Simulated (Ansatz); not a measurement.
C4H14NOSbSi, SMILES `CC[O][Sb]([SiH3])[N](C)C` at its PBE0-D4/def2-TZVP geometry, where that method's forces vanish. Charge 0, multiplicity 1. Sb takes the def2 core potential.

```xyz
22

C    -0.1896   -3.2316    0.9619
C    -0.9224   -1.9549    0.6261
O    -0.2276   -0.8674    1.1998
Sb   -0.9431    0.9504    0.8843
Si    1.2272    1.8350    2.0132
N    -0.3945    1.0383   -1.0494
C     0.9589    0.8064   -1.4793
C    -1.1976    1.7712   -1.9920
H     0.8281   -3.2010    0.5671
H    -0.1321   -3.3665    2.0439
H    -0.7035   -4.0946    0.5302
H    -0.9881   -1.8358   -0.4648
H    -1.9537   -2.0032    1.0084
H     1.1232    1.6455    3.4856
H     1.3781    3.2929    1.7423
H     2.4295    1.1205    1.5107
H     1.5342    1.7378   -1.6029
H     0.9654    0.2876   -2.4476
H     1.4819    0.1686   -0.7647
H    -2.2160    1.8977   -1.6146
H    -0.7957    2.7727   -2.2118
H    -1.2624    1.2304   -2.9464
```

What forces (eV/Å) does PBE-D4/def2-TZVPP give on these atoms in the Gaussian-basis code of Ansatz? (Estimate.)

The calculation gave: 
```
C1   0.019 -0.028  0.009
C2  -0.173 -0.199 -0.120
O3   0.537 -0.134  0.343
Sb4 -0.570  0.513  0.337
Si5 -0.003 -0.027  0.012
N6   0.021 -0.096 -0.203
C7   0.094 -0.017 -0.009
C8  -0.071  0.049 -0.047
H9   0.205 -0.008 -0.076
H10  0.016 -0.040  0.214
H11 -0.095 -0.171 -0.081
H12 -0.031  0.015 -0.246
H13 -0.234 -0.021  0.066
H14  0.010 -0.009  0.158
H15  0.019  0.147 -0.023
H16  0.144 -0.068 -0.043
H17  0.132  0.190 -0.038
H18  0.008 -0.107 -0.204
H19  0.115 -0.128  0.145
H20 -0.206  0.031  0.078
H21  0.076  0.215 -0.061
H22 -0.014 -0.108 -0.209
```
